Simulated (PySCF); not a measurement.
C4H6F2, SMILES F[C@@H]1[C@@H](F)CC1.

Geometry optimised at PBE0-D3(BJ)/def2-SVP. The structure was generated by enumeration; whether it is a known compound was not checked.

Calculation: TDA-ωB97X/def2-SVPD (PySCF).

Vertical excitations. The molecule is in vacuum. State labels are in the subgroup C2.

| state | symmetry | energy (eV) | λ (nm) | f | main pairs |
|---|---|---|---|---|---|
| S1 | B | 9.09 | 136 | 0.019 | HOMO→LUMO+1 86 % |
| S2 | A | 9.41 | 132 | 0.025 | HOMO→LUMO 81 % |
| S3 | A | 9.51 | 130 | 0.000 | HOMO−1→LUMO+1 80 % |
| S4 | B | 9.65 | 129 | 0.016 | HOMO−2→LUMO+1 69 %, HOMO−1→LUMO 11 % |
| S5 | B | 9.78 | 127 | 0.026 | HOMO−1→LUMO 76 % |
| S6 | A | 9.85 | 126 | 0.001 | HOMO→LUMO+2 80 % |
| S7 | A | 10.00 | 124 | 0.004 | HOMO−2→LUMO 76 % |
| S8 | B | 10.15 | 122 | 0.055 | HOMO→LUMO+3 85 % |
| S9 | B | 10.41 | 119 | 0.000 | HOMO−1→LUMO+2 71 % |
| S10 | A | 10.45 | 119 | 0.013 | HOMO−1→LUMO+3 68 %, HOMO−3→LUMO 11 % |
| T1 | B | 8.72 | 142 | 0 | HOMO→LUMO+1 79 % |
| T2 | A | 9.13 | 136 | 0 | HOMO−1→LUMO+1 72 % |
| T3 | A | 9.24 | 134 | 0 | HOMO→LUMO 70 % |
| T4 | B | 9.40 | 132 | 0 | HOMO−2→LUMO+1 71 % |
Triplets are in the Tamm–Dancoff approximation.
